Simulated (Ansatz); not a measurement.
Geometry optimisation, RKS B3LYP-D4/6-31G in Ansatz 0.2.0.

input.yaml

```yaml
crystal:
  periodic: [false, false, false]
  atoms:
    - { symbol: C, position_ang: [-0.3176, -1.9018, 1.6206] }
    - { symbol: C, position_ang: [-0.0893, -0.7085, 0.749] }
    - { symbol: C, position_ang: [0.1138, 0.2427, 0.0336] }
    - { symbol: Si, position_ang: [0.5759, 1.7209, -1.0584] }
    - { symbol: O, position_ang: [-0.1961, 1.5103, -2.5658] }
    - { symbol: H, position_ang: [0.5601, -2.3499, 1.8906] }
    - { symbol: H, position_ang: [-0.9799, -2.577, 1.098] }
    - { symbol: H, position_ang: [-0.8367, -1.5265, 2.5185] }
    - { symbol: H, position_ang: [-0.79579, 0.7827, -0.22936] }
    - { symbol: H, position_ang: [1.964, 1.8738, -1.2198] }
    - { symbol: H, position_ang: [-0.7008, 0.6905, -2.6397] }
basis:
  gaussian: { orbitals: "6-31G" }
hamiltonian:
  xc: b3lyp
  dispersion: d4
relax:
  f_tol: 0.02
  max_steps: 50
```

Run as:

```bash
$ ansatz run input.yaml --threads 1 --pin off --max-ram 2048MiB --backend cpu --events-out ev --progress --plain --runs-dir out
```

Where does it end, and by what steps?

The run converged. Limits of this set-up: no polarisation functions. After 33 steps the energy has fallen by 3.441 eV; H10 moved furthest, 1.86 Å.

```
step  energy less start (eV)  largest force component (eV/Å)  accepted
   0                  0.0000                           5.225       yes
   2                 -1.3247                           1.107       yes
   4                 -1.6589                           1.710       yes
   6                 -2.1388                           2.643       yes
   8                 -2.7690                           1.386       yes
  10                 -3.0923                           0.420       yes
  12                 -3.1825                           0.633       yes
  14                 -3.2486                           0.358       yes
  16                 -3.3147                           0.465       yes
  18                 -3.3851                           0.422       yes
  20                 -3.4039                           0.492        no
  22                 -3.4257                           0.113       yes
  24                 -3.4315                           0.235       yes
  26                 -3.4353                           0.231        no
  28                 -3.4379                           0.172       yes
  30                 -3.4406                           0.060       yes
  32                 -3.4414                           0.030       yes
  33                 -3.4414                           0.018       yes
```

```xyz
11
Properties=species:S:1:pos:R:3
C -0.041 -1.590 1.036
C -0.397 -0.180 0.945
C -0.703 1.010 0.860
Si 0.675 1.437 -1.025
O -0.338 0.925 -2.363
H 1.025 -1.720 1.254
H -0.259 -2.116 0.100
H -0.615 -2.078 1.835
H -1.196 1.927 1.092
H 1.507 0.116 -0.800
H -0.360 0.027 -2.737
```

Run time: 100 s on 1 thread of Arm Neoverse V2 (shared host), peak memory 0.14 GiB.
